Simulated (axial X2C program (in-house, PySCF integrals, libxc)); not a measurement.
Photoelectron levels of InBr by EOM-IP-CCSD

Calculated with an axial X2C code built on PySCF integrals: two-component X2C with atomic mean-field Coulomb and Gaunt terms, Gaussian nuclei, basis In dyall-cv3z, Br dyall-cv3z with contracted cores.

R = 2.465 Å (0.960 times 2.568 Å, the PBE0 minimum at charge 0 for the lowest determinant).

Vertical ionisation energies of InBr to the states of InBr⁺:

```tsv
Ω of InBr⁺	vertical IE (eV)	above lowest (cm⁻¹)	ionised spinor	one-hole weight
1/2	9.200	0	37% In sσ, 34% Br pσ, 24% In pσ	0.96
3/2	10.181	7912	90% Br pπ	0.94
1/2	10.494	10440	90% Br pπ	0.94
1/2	13.118	31601	48% Br pσ, 47% In sσ	0.91
```

Question: What is the splitting of the first π pair in the table, and is it regular or inverted?

Answer: E(3/2) − E(1/2) = 7912 − 10440 = -2528 cm⁻¹ at EOM-IP-CCSD: inverted, Ω = 3/2 lower. Splittings at this level can be off by ten to twenty per cent.

This point took 35 s on 1 thread of Intel(R) Xeon(R) Processor @ 2.30GHz (shared host).

Reference electrons by ω block (each with its −ω partner): 1/2: 27, 3/2: 12, 5/2: 3. 20 electrons of InBr correlated (inner shells frozen), 94 natural virtual spinors (a truncated set); levels can be off by some tenths of an eV. Roots sought by Ω: (1/2: 4, 3/2: 3, 5/2: 1); rows need 60 % one-particle weight and stop where some Ω has no more roots. Missing are any skipped roots, higher Ω and states of a further excitation; these come out far too high here and may in truth be low or lowest. T1 of the reference 0.013 (Lee–Taylor). Number of frozen shells: In 4 s, 3 p, 1 d; Br 3 s, 2 p, 1 d.
